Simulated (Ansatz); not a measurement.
Reaction (ligand exchange at a W–C bond): `[CH3][W]([NH2])(=[O])=[O]` + H–F → `[NH2][W](=[O])(=[O])[F]` + CH₄

Gas-phase electronic energies from Ansatz, PBE0-D4/def2-TZVP geometries. CBS: MP2 limit from def2 TZ/QZ plus the TZ coupled-cluster correction, frozen cores. This one scheme is used for every species. Functionals use def2-TZVPP. Elements past krypton have def2 core potentials. For W outer-core shells are correlated without core-valence functions, which leaves a few kJ/mol of doubt a bond. One conformer a species, not always the lowest.

```json
{"species": "`[CH3][W]([NH2])(=[O])=[O]`", "ωB97M-V energy (Eh)": "-313.49255"}
{"species": "H–F", "ωB97M-V energy (Eh)": "-100.46072"}
{"species": "`[NH2][W](=[O])(=[O])[F]`", "ωB97M-V energy (Eh)": "-373.51389"}
{"species": "CH₄", "ωB97M-V energy (Eh)": "-40.49280"}
```

Task: Work out ΔE.

Result: ΔE = (-373.51389) + (-40.49280) − (-313.49255) − (-100.46072) = -0.05342 Eh = -140.3 kJ/mol. CCSD(T)/CBS gives -125.8 kJ/mol.

Largest T1 diagnostic among the species: 0.022, so the coupled-cluster value is less sure than usual.

At CCSD(T), def2-SVP lies −20.3 kJ/mol from the extrapolated value and def2-TZVPP −2.3 kJ/mol. The D4 term adds +6.7 kJ/mol with B3LYP and +3.8 kJ/mol with PBE0; it sums over pairs of atoms, weighted by their polarisabilities, and B3LYP, whose exchange is more repulsive, gets the larger term. In def2-TZVPP, CCSD(T) changes the Hartree–Fock value by +22.5 kJ/mol (the triples alone add +0.7 kJ/mol) and MP2 by +23.0 kJ/mol.

B3LYP here is the variant with VWN-RPA as its local correlation; programs differ in this.
